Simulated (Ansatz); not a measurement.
System: Si4H10, net charge 0, singlet state. 
Structure (B3LYP-D3(BJ)/def2-TZVP (Ansatz, an electronic-structure program) minimum search):
SMILES: [SiH3][SiH2][SiH2][SiH3]
```xyz
14

Si    -2.0827     1.1669    -0.0865
Si    -1.1797    -0.9544     0.3378
Si     1.1144    -0.7544     0.7783
Si     2.1440     0.4349    -0.9597
H     -1.7993     2.0732     1.0531
H     -1.4564     1.7351    -1.3047
H     -3.5503     1.1029    -0.2906
H     -1.3719    -1.8141    -0.8587
H     -1.8829    -1.5895     1.4821
H      1.7421    -2.0931     0.9232
H      1.3020    -0.0145     2.0531
H      1.5919     1.8104    -1.0110
H      1.8698    -0.2293    -2.2574
H      3.6123     0.5174    -0.7677
```

Total electronic energies in hartree. Correlated levels leave the core frozen unless marked. Spin-orbit coupling is left out. Non-relativistic. CBS(X,Y): correlation extrapolated as X^-3; Hartree-Fock from the larger set.

| level | program | energy (Eh) |
|---|---|---|
| HF/cc-pwCVTZ | Ansatz | -1161.60472 |
| RI-HF/cc-pV(Q+d)Z | Ansatz | -1161.61571 |
| SVWN5/def2-TZVPD | Ansatz | -1159.28183 |
| PBE-D3(BJ)/def2-TZVPD | Ansatz + dftd3 | -1163.39299 |
| revPBE-D4/def2-TZVPD | Ansatz + dftd4 | -1163.79385 |
| B3LYP-D3(BJ)/def2-TZVPD | Ansatz + dftd3 | -1164.12310 |
| B3LYP-D4/def2-TZVPD | Ansatz + dftd4 | -1164.11944 |
| B3LYP/def2-TZVPD | Ansatz | -1164.09756 |
| PBE0/6-31G* | Ansatz | -1163.40010 |
| PBE0/def2-TZVP | Ansatz | -1163.50575 |
| BHLYP-D3(BJ)/def2-TZVPD | Ansatz + dftd3 | -1164.02022 |
| BHLYP-D4/def2-TZVPD | Ansatz + dftd4 | -1164.01741 |
| MP2/STO-3G | Ansatz | -1148.42239 |
| MP2/CBS(cc-pV(T+d)Z,cc-pV(Q+d)Z) | Ansatz | -1162.1918 |
| RI-MP2/cc-pV(T+d)Z | Ansatz | -1162.11395 |
| RI-MP2/cc-pV(Q+d)Z | Ansatz | -1162.16432 |
| SCS-MP2/aug-cc-pV(T+d)Z | Ansatz | -1162.16359 |
| SCS-MP2/cc-pV(T+d)Z | Ansatz | -1162.15095 |
| CCSD/STO-3G | Ansatz | -1148.49420 |
| CCSD/6-31G* | Ansatz | -1161.86470 |
| CCSD(T)/aug-cc-pV(D+d)Z | Ansatz | -1162.10359 |
| CCSD(T) with core electrons (1s frozen past Ne)/cc-pwCVTZ | Ansatz | -1163.26543 |
| CCSD(T)/CBS(cc-pV(T+d)Z,cc-pV(Q+d)Z) | Ansatz | -1162.2933 |

Totals of different functionals don't rank their quality; only differences between species are comparable.
